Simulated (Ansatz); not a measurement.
Program: Ansatz. Geometries: PBE0-D4/def2-TZVP. ΔE: electronic, gas phase. CBS: MP2 limit from def2 TZ/QZ plus the TZ coupled-cluster correction, frozen cores. DFT in def2-TZVPP. B3LYP here is the variant with VWN-RPA as its local correlation; programs differ in this. For Se outer-core shells are correlated without core-valence functions, which leaves a few kJ/mol of doubt a bond. Scalar relativity is left out up to krypton. Each species was taken in one conformer, which may not be the lowest.

`[SeH]C1CC=N1` + `NCF` → `NC(F)[SeH]` + `C1=NCC1`  (formal exchange of groups at the Se–C bond)

(1) Is it downhill or uphill in electronic energy at CCSD(T)/CBS, and by how much? (Best estimate.)

(2) What do these levels give: LDA (SPW92), revPBE-D4, r2SCAN-D4, B97M-V, PBE0-D4, B2PLYP, B3LYP, r2SCANh, BHLYP, MP2/def2-SVP, CCSD/def2-TZVPP, HF/CBS(def2)? (Estimate.)

Largest T1 diagnostic among the species: 0.011.

## Answers

(1) Computed: Uphill: ΔE = +5.4 kcal/mol.

(2) The calculation gave: LDA (SPW92) 2.6, revPBE-D4 3.9, r2SCAN-D4 3.5, B97M-V 3.8, PBE0-D4 4.2, B2PLYP 4.9, B3LYP 3.8, r2SCANh 3.6, BHLYP 4.4, MP2/def2-SVP 6.6, CCSD/def2-TZVPP 5.4, HF/CBS(def2) 5.2 kcal/mol.

From BLYP to BHLYP (50 % exact exchange), in def2-TZVPP and without D4, ΔE moves by +1.1 kcal/mol. Leaving LDA and LC-ωPBE aside and taking each functional with its dispersion term where it has one, the values, not all of them listed here, spread over 1.7 kcal/mol, from r2SCAN-D4 to PBE-QIDH.
